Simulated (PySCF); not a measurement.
Geometry:
```csv
atom,x (Å),y (Å),z (Å)
F1,2.347,0.415,-1.727
C2,2.448,0.065,-0.423
F3,3.588,-0.606,-0.271
O4,1.439,-0.765,-0.066
C5,0.197,-0.146,0.081
C6,-0.615,0.135,-1.174
C7,-2.031,-0.125,-0.736
C8,-2.092,-0.594,0.518
C9,-0.742,-0.652,1.139
C10,-0.042,0.681,1.307
H11,2.473,0.996,0.173
H12,-0.460,1.155,-1.564
H13,-0.302,-0.558,-1.974
H14,-2.892,0.051,-1.384
H15,-3.007,-0.874,1.045
H16,-0.450,-1.472,1.800
H17,-0.636,1.597,1.230
H18,0.774,0.707,2.035
```

Geometry: PBE0-D3(BJ)/def2-SVP; GIAO shifts from PySCF, gas phase, non-relativistic, averaged over equivalent atoms.

At PBE0/pcSseg-1 (210 basis functions, 35 s wall time on 1 thread of an x86-64 server CPU, shared host):
| atoms | δ (ppm) |
| --- | --- |
| F1 | -92.1 |
| F3 | -100.5 |
| C8 | 143.0 |
| C7 | 138.7 |
| C2 | 123.1 |
| C5 | 63.4 |
| C6 | 44.6 |
| C9 | 33.2 |
| C10 | 23.1 |
| O4 | 137.7 |
| H15 | 6.12 |
| H11 | 5.81 |
| H14 | 5.67 |
| H13 | 3.03 |
| H12 | 2.67 |
| H16 | 2.15 |
| H18 | 1.18 |
| H17 | 0.15 |

Referencing at the same level of theory: ¹⁹F (σ = 177.25 ppm) vs CFCl3; TMS for ¹³C (σ = 184.41 ppm) and ¹H (σ = 31.27 ppm); ¹⁷O (σ = 334.56 ppm) against H2O.

**Question.** Predict the values at CAM-B3LYP/pcSseg-1 on the same geometry.

**Answer.** 
```
atoms  δ at CAM-B3LYP/pcSseg-1  change
   F1                    -80.9   +11.2
   F3                    -89.2   +11.3
   C8                    145.9    +2.9
   C7                    141.8    +3.1
   C2                    125.2    +2.1
   C5                     63.8    +0.4
   C6                     44.5    -0.1
   C9                     32.9    -0.3
  C10                     23.6    +0.5
   O4                    141.1    +3.4
  H15                     6.07   -0.05
  H11                     5.82   +0.01
  H14                     5.64   -0.03
  H13                     2.97   -0.06
  H12                     2.59   -0.08
  H16                     2.10   -0.05
  H18                     1.15   -0.03
  H17                     0.16   +0.01
```

Referencing at the same level of theory: ¹⁹F (189.10 ppm) against CFCl3; ¹³C (182.45 ppm) and ¹H (31.33 ppm) vs TMS; ¹⁷O (338.55 ppm) vs H2O.

The largest change is at F3 (fluorine of a CF2 group). Cost: 210 basis functions, 43 s wall time on 1 thread of an x86-64 server CPU, shared host. The order of the carbon signals is the same at both levels.

Unscaled 19F shifts against computed CFCl3 carry errors that often reach 10 to 50 ppm. Experimental scales use liquid or dissolved standards, which lie at an offset from isolated H2O (liquid H2O: subtract about 36 ppm).
